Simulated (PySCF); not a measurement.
Species: methylgermylbromide, CH5BrGe.
SMILES: `[CH3][GeH2][Br]`

Method used: PBE0-D3(BJ)/def2-SVP geometry optimisation, gas phase in PySCF 2.14.0.

Masses are those of the commonest isotopes; rigid-rotor values at the optimised geometry. 

(1) Give the principal moments of inertia and the rotational constants in cm⁻¹.

(2) What kind of rotor is it?

(3) Is it planar, by Δ = Ic − Ia − Ib?

(4) Give the coordinates in the principal-axis frame, origin at the centre of mass.

(5) List the rotational levels J(Ka,Kc) to J = 4 (MHz).

(6) Which types of transition are allowed, and where do some lines up to J = 4 fall?

(7) Estimate the classical rotational partition function at 10 K, 100 K and 298.15 K.

## Answers

(1) Ia = 48.75, Ib = 268.28, Ic = 307.36 u·Å²; 505379 MHz·u·Å²/I gives 10366, 1884 and 1644 MHz, that is A = 0.34578, B = 0.06284, C = 0.05485 cm⁻¹.

(2) A near-prolate asymmetric top; Ray's κ = -0.945.

(3) Not planar: Δ = Ic − Ia − Ib = -9.67 u·Å². For a rigid frame Δ = −2 Σ m c², so Σ m c² = 4.84 u·Å² lies off the ab plane, practically all of it from hydrogen. The atom farthest from that plane is 1.27 Å away.

(4) The sense of each axis is arbitrary; atoms in the order of the calculation.
| atom | mass (u) | a (Å) | b (Å) | c (Å) |
| --- | --- | --- | --- | --- |
| C1 | 12.000 | -1.896 | 1.336 | 0.000 |
| Ge2 | 73.921 | -0.965 | -0.367 | 0.000 |
| Br3 | 78.918 | 1.303 | 0.107 | 0.000 |
| H4 | 1.008 | -1.609 | 1.915 | 0.889 |
| H5 | 1.008 | -2.985 | 1.178 | 0.009 |
| H6 | 1.008 | -1.623 | 1.907 | -0.898 |
| H7 | 1.008 | -1.238 | -1.197 | 1.265 |
| H8 | 1.008 | -1.240 | -1.195 | -1.266 |

(5) Above 0(0,0):
J = 1: 1(0,1) 3528, 1(1,1) 12010, 1(1,0) 12250
J = 2: 2(0,2) 10579, 2(1,2) 18827, 2(1,1) 19546, 2(2,1) 44993, 2(2,0) 44998
J = 3: 3(0,3) 21143, 3(1,3) 29049, 3(1,2) 30486, 3(2,2) 55577, 3(2,1) 55602, 3(3,1) 98591, 3(3,0) 98591
J = 4: 4(0,4) 35205, 4(1,4) 42672, 4(1,3) 45067, 4(2,3) 69685, 4(2,2) 69760, 4(3,2) 112713, 4(3,1) 112714, 4(4,1) 172920, 4(4,0) 172920
Those of J = 1 are B + C, A + C and A + B.

(6) The dipole components are |μa| = 2.41 D, |μb| = 0.31 D, |μc| = 0.00 D; the mirror of this Cs structure is the ab plane, so μc vanishes by symmetry and there are no c-type lines. The squared components, which scale the intensities, stand as 1.00 : 0.02 (a : b). Some lines, for components of 0.1 D or more:

| type | branch | J(Ka,Kc) | MHz | lower level (cm⁻¹) |
| --- | --- | --- | --- | --- |
| b | R | 3(0,3) ← 2(1,2) | 2316 | 0.628 |
| a | Q | 4(1,3) ← 4(1,4) | 2395 | 1.423 |
| b | R | 4(0,4) ← 3(1,3) | 6157 | 0.969 |
| a | R | 4(1,4) ← 3(1,3) | 13623 | 0.969 |
| b | Q | 2(2,0) ← 2(1,1) | 25452 | 0.652 |
| b | Q | 3(2,2) ← 3(1,3) | 26528 | 0.969 |
| b | R | 3(2,2) ← 2(1,1) | 36031 | 0.652 |
| b | R | 4(2,2) ← 3(1,3) | 40711 | 0.969 |
| b | Q | 3(3,0) ← 3(2,1) | 42989 | 1.855 |
| b | R | 3(3,1) ← 2(2,0) | 53593 | 1.501 |
| b | Q | 4(4,0) ← 4(3,1) | 60206 | 3.760 |
| b | Q | 4(4,1) ← 4(3,2) | 60207 | 3.760 |

(7) Point group Cs, symmetry number σ = 1; q = (√π/σ)·√((kT/h)³/(ABC)), k/h = 20836.6 MHz/K: 941 at 10 K, 29800 at 100 K, 153000 at 298.15 K.

PBE0-D3(BJ)/def2-SVP frequencies: not computed here. No vibrational averaging or centrifugal distortion is included, and the geometry carries the error of its method. A rigid rotor knows nothing of internal rotation, which can split or shift real lines. Quadrupole hyperfine structure (79Br) is left out.

The run took 88 s wall on Arm Neoverse V1, one thread, shared host. This is the geometry optimisation.
